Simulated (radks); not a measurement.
The numbers below are computed, except where a source is named.
Ionisation of Ag+, [Kr] 4d10, to Ag2+, [Kr] 4d9, under several functionals. Dirac Kohn-Sham, spin-unpolarised, spherical densities, point nucleus; open shells are shared between the two j in proportion to 2j + 1; a radial shooting solver on a logarithmic mesh with Libxc functionals.

functional,E(Ag+) (hartree),Exc (hartree),IE (eV),-e(HOMO) (eV),<r> HOMO (bohr),IE error (eV)
BP86,-5317.97683,-150.30522,22.220,15.529,1.396,+0.735
"LDA (Slater exchange, Perdew-Zunger correlation)",-5312.03843,-144.27854,22.384,15.693,1.399,+0.900
"LDA (Slater exchange, Perdew-Wang correlation)",-5312.04042,-144.28098,22.387,15.693,1.399,+0.902
PBEsol,-5314.42336,-146.70469,22.115,15.418,1.396,+0.631
revPBE,-5317.18499,-149.51278,22.025,15.321,1.395,+0.541

NIST Atomic Spectra Database: 21.484 eV (measured). Closest: revPBE. The Delta-SCF values span 0.36 eV, the total energies 5.94 hartree. The highest occupied level is 4d5/2. Spin polarisation and multiplet splitting are left out, so open shells lie too high by an amount that depends on their filling. Sharing an open shell by 2j + 1 raises it above the true ground level by a part of the spin-orbit splitting, which enters the differences from NIST.

Beside tabulated values, note that spin-unpolarised runs miss the spin-polarisation part of the exchange energy of open shells.
